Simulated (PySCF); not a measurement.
C4H14NPSi2.
SMILES: `N([SiH3])(P(C=C)CC)[SiH3]`

Torsions of this conformer, `[CH2:1]=[CH:2][P:3]([CH2:4][CH3:5])[N:6]([SiH3:7])[SiH3:8]`: C1–C2–P3–C4 26°, C2–P3–C4–C5 170°, C2–P3–N6–Si7 131°.

The closed-shell ground state was solved at several levels (PySCF, density fitting, gas phase, non-relativistic). The structure is a single PBE0-D3(BJ)/def2-SVP conformer in the gas phase; no vibrational or solvent corrections.

```csv
level,basis functions,HOMO (eV),LUMO (eV),gap (eV),dipole (D)
PBE0/pcSseg-1,227,-6.58,-0.67,5.91,1.37
CAM-B3LYP/def2-SVPD,284,-7.80,0.40,8.20,1.38
```

Estimate the row for B3LYP/pcSseg-1, a basis of 227 functions; the other rows only guide the guess.

HOMO -6.37 eV, LUMO -0.81 eV, gap 5.56 eV, dipole 1.29 D.

Over all these levels, which gives the widest orbital gap and which the narrowest?

CAM-B3LYP/def2-SVPD (range-separated hybrid) has the widest, 8.20 eV, and B3LYP/pcSseg-1 (global hybrid, 20 % exact exchange) the narrowest, 5.56 eV. Functional and basis both differ between the two, so the spread mixes both effects.

How far do the dipole and the HOMO energy spread over the levels?

The dipole runs from 1.29 to 1.38 D (mean 1.35 D) and the HOMO from -7.80 to -6.37 eV.
